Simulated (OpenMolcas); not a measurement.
Co2+ among 6 point charges of -1 e arranged as an octahedron (Oh), 2.03 Å from the ion.

```
Program             : OpenMolcas
Method              : SS-CASPT2, IPEA 0.25 Eh, imaginary shift 0.1 Eh (closed shells correlated: 3s 3p)
Basis               : ANO-RCC-VDZP [5s4p2d1f]
Scalar Hamiltonian  : DKH2, point nucleus
Active space        : 7 electrons in 5 orbitals (3d)
State averaging     : 2S+1 = 4 even, 10 roots; 2S+1 = 2 even, 40 roots
Spin-orbit coupling : RASSI with atomic mean-field integrals over the reference wave functions
```

Task: What is the spin-free ground state (labels of O, the rotations of Oh)?

Result: 4T1, 3-fold in its orbital part, 100 % from free-ion F terms; it has the highest spin that d7 allows.

Task: Where is the first state of the same spin?

Result: 4T2 at 2160 cm-1 above the ground state.

Task: What are the lowest two levels with spin-orbit coupling?

Result: A 2-fold level Γ6 with g = 4.75, 4.75, 4.75, then a 4-fold level Γ8 320 cm-1 above it. Their leading multiplicities are 4 (100 %) and 4 (100 %).

Task: What is χT at 300 K, and how does it compare with the textbook value?

Result: The lowest level has 2S+1 = 4, for which the spin-only value is χT = S(S+1) / 2 = 1.875 cm3 K/mol (g = 2). The computed 4.223 at 300 K differs by +2.348, through orbital momentum, spin-orbit coupling and any other state in reach. With a threefold ground state the orbital momentum is unquenched, so the spin-only value is not expected to hold.

Roots that are degenerate in the reference are averaged as groups; the widest CASPT2 spread within a group is 430 cm-1 (the 3-fold group of multiplicity 4 near 2160 cm-1 above the lowest state of its run). Shifts and gaps below about the spread of the groups concerned are not significant. An orbital triplet at a regular site is open to Jahn-Teller coupling, which can distort the site and quench the lowest spin-orbit gaps and is left out. Free-ion shares, where given, are those of the reference states; single-state CASPT2 does not remix them. Point charges carry no covalency, so the field is a model and not that of real ligands. No measured value stands beside these numbers.
